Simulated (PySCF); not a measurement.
**Electron correlation in Te⁺ (tellurium, charge +1)**

[Kr] 4d10 5s2 5p3, high-spin 4S determinant. All numbers are calculated (PySCF 2.14, scalar relativity by spin-free X2C-1e, in x2c-TZVPPall (8s6p4d2f, 60 functions)). Frozen: [Kr] 4d10; 5 electrons correlated.

```csv
level,correlation energy (mhartree)
CCSD,-71.40
(T),-1.95
CCSD(T),-73.35
CCSDT,-73.78
```

Diagnostics: T1 = 0.0019, D1 = 0.0056, largest double amplitude 0.054.

Cost of the coupled-cluster step: about 1.7 core-seconds, for 5 correlated electrons.
